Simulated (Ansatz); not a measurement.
```yaml
crystal:
  periodic: [false, false, false]
  atoms:
    - {symbol: Si, position_ang: [-1.027297, -1.600434, -0.986696]}
    - {symbol: Si, position_ang: [1.223945, 1.260591, -0.517242]}
    - {symbol: Si, position_ang: [0.769053, 0.919311, -2.771055]}
    - {symbol: Si, position_ang: [-0.227727, -0.117202, 2.721134]}
    - {symbol: Si, position_ang: [-1.143920, 1.123748, -1.129054]}
    - {symbol: Si, position_ang: [-1.812883, 0.200098, 0.964713]}
    - {symbol: Si, position_ang: [1.986863, 3.318894, 0.283081]}
    - {symbol: Si, position_ang: [-0.985516, -0.571990, -3.054904]}
    - {symbol: Si, position_ang: [1.306802, -0.761559, 0.850051]}
    - {symbol: Si, position_ang: [-2.873006, -1.867007, 0.536253]}
    - {symbol: Si, position_ang: [2.157585, -0.291063, 3.058162]}
    - {symbol: Si, position_ang: [-1.540447, 1.836324, -3.270800]}
    - {symbol: Si, position_ang: [2.300904, 1.588663, 1.624063]}
    - {symbol: Si, position_ang: [-0.852491, -2.120998, 1.695792]}
    - {symbol: Si, position_ang: [0.718114, -2.917386, -0.003508]}
basis:
  gaussian: {orbitals: def2-TZVP, initial_orbitals: start.molden}
hamiltonian: {xc: pbe0, dispersion: d4}
scf: {omitted_lower_state_checks: [starts]}
output: {orbitals: {seedname: orbitals}}
```

The file start.molden holds the orbitals of an earlier run on this structure, at another level or in another basis.

```sh
$ ansatz run in.yaml --threads 4 --pin off --events-out ev --progress --plain --max-ram 6963MiB
```

Problem. Does this run fit into the memory that it is given?

Solution. No. It has 555 basis functions, and Ansatz plans for 9 GiB where 7 GiB are given.
